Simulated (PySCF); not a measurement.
# Polarisability and C₆ of Lu²⁺ (lutetium, charge +2)

[Xe] 4f14 6s1, 2S determinant. Calculation: PySCF 2.14, in x2c-TZVPPall with one added diffuse shell each of s, p, d type (12s8p8d2f2g, 108 functions); the spin-free X2C one-electron Hamiltonian (Gaussian nucleus). Coupled (time-dependent) response in atomic units; α is the mean over directions.

```json
{"method": "PW91", "mean α (bohr³)": "32.71", "C₆ (like pair)": "203.6", "S(−4)": "747.4"}
```

S(−4) is the Cauchy moment in α(ω) = α(0) + S(−4) ω² + …

α(iu) at PW91:

```
u (hartree)  α(iu) (bohr³)
          0          32.71
     0.0500          30.96
      0.100          26.80
      0.200          18.13
      0.300          12.62
      0.500          7.565
      0.750          5.122
       1.00          3.922
       1.50          2.647
       2.00          1.942
       3.00          1.186
       5.00         0.5882
```

A single London oscillator, α(iu) = α/(1 + u²/ω²), gives C₆ = (3/4) ω α². Matching the computed C₆ needs ω = 4 × 203.6 / (3 × 32.71²) = 0.254 hartree.

For an ion, C₆ is the dispersion term alone; charge-induced terms of lower order in 1/R come first.

Spin-orbit coupling, which splits the p, d and f shells strongly at this Z, is absent.
